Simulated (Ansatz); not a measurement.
Start from `CO[SiH](O)C=O` and change one atom or group to get `CO[SiH](O)[SiH2]O`.

Ansatz, PBE0-D4/def2-TZVP geometries, multiplicity 1. Each molecule was computed in one conformer, which needn't be the lowest.

```json
{"property": "HOMO–LUMO gap (PBE0/def2-TZVPP) / eV", "`CO[SiH](O)C=O`": "5.48"}
{"property": "HOMO energy (PBE/def2-TZVPP) / eV", "`CO[SiH](O)C=O`": "-5.75"}
{"property": "LUMO energy (PBE0/def2-TZVPP) / eV", "`CO[SiH](O)C=O`": "-1.75"}
{"property": "size of the dipole moment (ωB97M-V/def2-TZVPP) / D", "`CO[SiH](O)C=O`": "2.21"}
{"property": "HOMO–LUMO gap (ωB97M-V/def2-TZVPP) / eV", "`CO[SiH](O)C=O`": "10.11"}
{"property": "size of the dipole moment (B3LYP/def2-TZVPP) / D", "`CO[SiH](O)C=O`": "2.19"}
```

(1) Give the same properties after the change, and the shifts. (An estimate is asked.)

## Answers

(1) The calculation gave: 
| property | `CO[SiH](O)[SiH2]O` | shift |
| --- | --- | --- |
| HOMO–LUMO gap (PBE0/def2-TZVPP) / eV | 6.92 | 1.44 |
| HOMO energy (PBE/def2-TZVPP) / eV | -6.09 | -0.34 |
| LUMO energy (PBE0/def2-TZVPP) / eV | -0.47 | 1.28 |
| size of the dipole moment (ωB97M-V/def2-TZVPP) / D | 1.11 | -1.10 |
| HOMO–LUMO gap (ωB97M-V/def2-TZVPP) / eV | 10.71 | 0.60 |
| size of the dipole moment (B3LYP/def2-TZVPP) / D | 1.11 | -1.08 |

With PBE0 the HOMO falls by 0.15 eV and the LUMO rises by 1.28 eV, so the gap widens by about 1.43 eV. PBE moves the HOMO by -0.34 eV and ωB97M-V by 0.03 eV. Dipoles are sizes alone; their direction can turn.

B3LYP here is the variant with VWN-RPA as its local correlation; programs differ in this.
